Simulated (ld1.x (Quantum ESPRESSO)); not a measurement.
**Which change was made? (F, RRKJ)**

fluorine, norm-conserving RRKJ (Kleinman–Bylander form), made with ld1.x (Quantum ESPRESSO) 7.5 (PBE, scalar-relativistic). Core [He], reference 2s2 2p5. Waves: 2p (bound): rc 1.35 bohr; 2s (bound): rc 0.50 bohr. Local part: the s channel. Core correction: none. rho0 = 0.01.

Cutoffs, loose and tight: the cutoffs (Ry, on a coarse ladder) from which the occupation-weighted sum of valence levels, in a spherical-Bessel basis at the reference potential, stays within 10 and 1 mRy of its value at 400 Ry. They do not see the model core or the augmentation charge, which bear on the density cutoff. Test errors are all-electron minus pseudo excitation energies from the reference, over the configurations 2s2 2p4; 2s2 2p3; 2s2 2p2; 2s1 2p5; 2s1 2p6; 2s2 2p5.3; 2s2 2p4.5; variants that change the core or the reference have their own tests.

The base gives: outcome: generated; cutoff, loose: 300 Ry; cutoff, tight: over 300 Ry; bound ghosts: none; largest test error (meV): +893.

Problem. After one change the result is: outcome: generated; bound ghosts: not determined; largest test error (meV): +1309. Which change was it?
A. wave 2s (bound): rc 0.50 bohr becomes 2s (bound): rc 0.72 bohr
B. wave 2s (bound): rc 0.50 bohr becomes 2s (bound): rc 0.58 bohr
C. wave 2s (bound): rc 0.50 bohr becomes 2s (bound): rc 0.34 bohr

Solution. C. The others give: wave 2s (bound): rc 0.50 bohr becomes 2s (bound): rc 0.58 bohr → outcome: generated; cutoff, loose: 200 Ry; cutoff, tight: 260 Ry; bound ghosts: none; largest test error (meV): +852 | wave 2s (bound): rc 0.50 bohr becomes 2s (bound): rc 0.72 bohr → outcome: generated; cutoff, loose: 120 Ry; cutoff, tight: 260 Ry; bound ghosts: none; largest test error (meV): +849.
